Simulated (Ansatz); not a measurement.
`C[O][Zn][O][SiH3]` + H₂ → `C[O][ZnH]` + `O[SiH3]`  (hydrogenolysis of a Zn–O bond)

Calculated with Ansatz (gas phase, PBE0-D4/def2-TZVP geometries, no zero-point term in ΔE). CBS: MP2 limit from def2 TZ/QZ plus the TZ coupled-cluster correction, frozen cores. This one scheme is used for every species. Functionals use def2-TZVPP. B3LYP here is the variant with VWN-RPA as its local correlation; programs differ in this. HSE06 is defined as in plane-wave codes. For Zn outer-core shells are correlated without core-valence functions, which leaves a few kJ/mol of doubt a bond. Scalar relativity is left out up to krypton. Each species was taken in one conformer, which may not be the lowest.

`C[O][Zn][O][SiH3]`:

```xyz
11

C    -0.391    0.512   -2.812
O    -1.060    0.868   -1.632
Zn   -0.488    0.573    0.005
O    -0.054    0.408    1.697
Si    0.521   -0.650    2.786
H    -0.245   -0.572   -2.907
H     0.591    0.994   -2.907
H    -1.000    0.836   -3.663
H     0.272   -0.129    4.156
H     1.989   -0.856    2.618
H    -0.135   -1.984    2.659
```

H₂:

Cartesian coordinates in Å:
```
H -0.204 -0.126 -0.286
H 0.204 0.126 0.286
```

`C[O][ZnH]`:

Cartesian coordinates in Å:
```
C 0.643 -0.223 0.799
O -0.047 0.720 0.036
Zn -1.109 0.503 -1.362
H 1.209 0.295 1.582
H 1.363 -0.805 0.207
H -0.027 -0.936 1.299
H -2.032 0.446 -2.561
```

`O[SiH3]`:

Cartesian coordinates in Å:
```
O -0.317 1.241 0.041
Si -0.030 -0.380 0.104
H 0.216 1.767 -0.555
H -0.246 -1.029 -1.219
H -0.987 -0.924 1.094
H 1.365 -0.675 0.534
```

```
             level  ΔE (kcal/mol)
          B3LYP-D4            5.7
           ωB97M-V            5.0
               PBE            3.6
              PBE0            3.6
             HSE06            3.7
RPA@PBE/def2-TZVPP            7.2
      MP2/def2-SVP           10.9
     CCSD/def2-SVP            9.1
```

**Question.** What does CCSD(T)/CBS give? (An estimate is asked.)

**Answer.** Ansatz gave: +8.5 kcal/mol. The listed levels differ from it by -2.8, -3.5, -4.9, -4.9, -4.8, -1.3, 2.4, 0.6 kcal/mol.

Largest T1 diagnostic among the species: 0.017.

At CCSD(T), def2-SVP lies +0.9 kcal/mol from the extrapolated value and def2-TZVPP −1.1 kcal/mol. Leaving LDA and LC-ωPBE aside and taking each functional with its dispersion term where it has one, the values, not all of them listed here, spread over 2.1 kcal/mol, from B97M-V to B2PLYP. LDA lies −0.8 kcal/mol from PBE without D4. In def2-TZVPP, CCSD(T) changes the Hartree–Fock value by +2.1 kcal/mol (the triples alone add +0.6 kcal/mol) and MP2 by +3.7 kcal/mol.
